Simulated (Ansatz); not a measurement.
```yaml
crystal:
  periodic: [false, false, false]
  atoms:
    - {symbol: O, position_ang: [0.780326, -1.101739, -3.199433]}
    - {symbol: Be, position_ang: [0.048240, 0.008495, -3.587823]}
    - {symbol: Be, position_ang: [0.753360, -1.157303, -1.702111]}
    - {symbol: O, position_ang: [0.127926, -0.132809, -0.793349]}
    - {symbol: O, position_ang: [0.503892, -0.912716, 1.655402]}
    - {symbol: Be, position_ang: [0.106468, -0.382395, 0.954797]}
    - {symbol: Be, position_ang: [0.225872, -1.137667, 2.981287]}
    - {symbol: O, position_ang: [0.023848, -0.025492, 4.029484]}
    - {symbol: O, position_ang: [-0.758505, 1.177552, -2.995989]}
    - {symbol: Be, position_ang: [-0.900321, 1.359151, -1.677577]}
    - {symbol: O, position_ang: [-0.706551, 1.307836, 1.868867]}
    - {symbol: Be, position_ang: [-0.246874, 0.918595, 3.269460]}
    - {symbol: O, position_ang: [1.495073, -2.333476, -0.981097]}
    - {symbol: Be, position_ang: [1.265281, -2.169543, 0.864668]}
    - {symbol: O, position_ang: [-1.384743, 2.480250, -0.675800]}
    - {symbol: Be, position_ang: [-1.057335, 2.030136, 0.511186]}
basis:
  gaussian: {orbitals: aug-cc-pVDZ}
hamiltonian: {xc: {name: r2SCANh}, dispersion: d3bjatm}
scf: {omitted_lower_state_checks: [starts]}
output: {forces: true}
```

```sh
$ ansatz run in.yaml --threads 2 --pin off --events-out ev --progress --plain --max-ram 32768MiB --backend cuda --devices 0, --max-vram 18GiB
```

Shortened log:

```
Functional definition: r2SCANh
2688 factors; their error is unknown
mean field evaluation 1: about -19533.7767 eV, gradient 1.7e2 eV
mean field evaluation 2: about -18432.9802 eV, gradient 5.0e2 eV
mean field evaluation 4: about -19534.7928 eV, gradient 1.2e2 eV
mean field evaluation 8: about -19586.1490 eV, gradient 9.2e0 eV
mean field evaluation 16: about -19586.3826 eV, gradient 8.5e-2 eV
mean field evaluation 32: about -19586.3133 eV, gradient 3.2e-5 eV
a density is far from that of the atoms, so the factors are made again for it
3504 factors; integrals over basis functions are off by at most 1.5e-4 eV
mean field -19586.31372912 eV, -719.7837534649 hartree, gradient 1.3e-5 eV, S^2 0.000000; 0 other end points of the search recorded, 0 dependent functions left out
reference -19586.31378689 eV, -719.7837555880 hartree; 48, 48 occupied and 320, 320 virtual orbitals, 3504 factors
Total energy: -19586.52111871 eV, -719.7913748918 hartree
Atom 0 at     0.780326    -1.101739    -3.199433 Å, force     0.771397    -1.299821    -0.304070 eV/Å
Atom 1 at     0.048240     0.008495    -3.587823 Å, force    -1.872094     2.832820     1.377702 eV/Å
Atom 2 at     0.753360    -1.157303    -1.702111 Å, force     0.520449    -0.834782    -0.144943 eV/Å
Atom 3 at     0.127926    -0.132809    -0.793349 Å, force    -1.745963     1.465946     4.597429 eV/Å
Atom 4 at     0.503892    -0.912716     1.655402 Å, force    28.053630   -38.250016    42.998520 eV/Å
Atom 5 at     0.106468    -0.382395     0.954797 Å, force   -27.256028    39.117338   -51.181925 eV/Å
Atom 6 at     0.225872    -1.137667     2.981287 Å, force    -0.979206     1.934615     6.468555 eV/Å
Atom 7 at     0.023848    -0.025492     4.029484 Å, force     2.793968   -10.330635     5.138161 eV/Å
Atom 8 at    -0.758505     1.177552    -2.995989 Å, force     1.075782    -1.888368    -5.941618 eV/Å
Atom 9 at    -0.900321     1.359151    -1.677577 Å, force     0.257006     0.807861     4.509025 eV/Å
Atom 10 at    -0.706551     1.307836     1.868867 Å, force     0.769625    -0.589375    -0.307455 eV/Å
Atom 11 at    -0.246874     0.918595     3.269460 Å, force    -3.555611     9.207329    -7.982800 eV/Å
Atom 12 at     1.495073    -2.333476    -0.981097 Å, force     0.039181    -0.687965     5.866131 eV/Å
Atom 13 at     1.265281    -2.169543     0.864668 Å, force     0.508493     0.283215    -6.475764 eV/Å
Atom 14 at    -1.384743     2.480250    -0.675800 Å, force    -0.679050     0.221273    -4.054822 eV/Å
Atom 15 at    -1.057335     2.030136     0.511186 Å, force     1.298421    -1.989435     5.437874 eV/Å
Dipole moment:     0.263773    -0.909996     3.161241 e Å
Checks for a lower state left out: starts
```

Hardware: 2 threads of AMD EPYC 7R13 on a shared host and a share (18 GiB) of an NVIDIA H100 80GB HBM3. Wall time 19 s, peak host memory 1.1 GiB.
